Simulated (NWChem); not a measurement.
# MgSiH$_{4}$S; SMILES [SiH3][Mg][SH]

```xyz
7

Mg     0.2353    -0.3513     0.0203
S      0.1391    -2.6677     0.0377
H     -1.2136    -2.6873     0.0024
Si     0.3966     2.2167     0.0004
H     -0.9496     2.8739     0.1073
H      1.0252     2.7427    -1.2577
H      1.2179     2.7484     1.1395
```
Atoms are numbered in this order, from 1.

Results from NWChem. Pople sets run with spherical d functions. Coordinates come from a PBE0/def2-SVP optimisation. B3LYP is NWChem's, with the RPA form of VWN correlation. Vzz is the largest principal value of the second derivative of the potential at the nucleus (NWChem prints the opposite sign); η is the asymmetry. Non-relativistic.

| level | Vzz Mg1 (a.u.) | η Mg1 | Vzz S2 (a.u.) | η S2 |
|---|---|---|---|---|
| CAM-B3LYP/def2-SVP | -0.849 | 0.12 | 1.862 | 0.57 |
| CAM-B3LYP/6-31G* | [?] | 0.14 | 1.830 | 0.59 |
| B3LYP/def2-SVP | -0.807 | 0.13 | 1.833 | 0.58 |
| B3LYP/cc-pVTZ | -0.748 | 0.13 | 1.794 | 0.57 |

### Question
What belongs in the gaps?

### Answer

- CAM-B3LYP/6-31G*, Vzz Mg1 (a.u.): -0.660
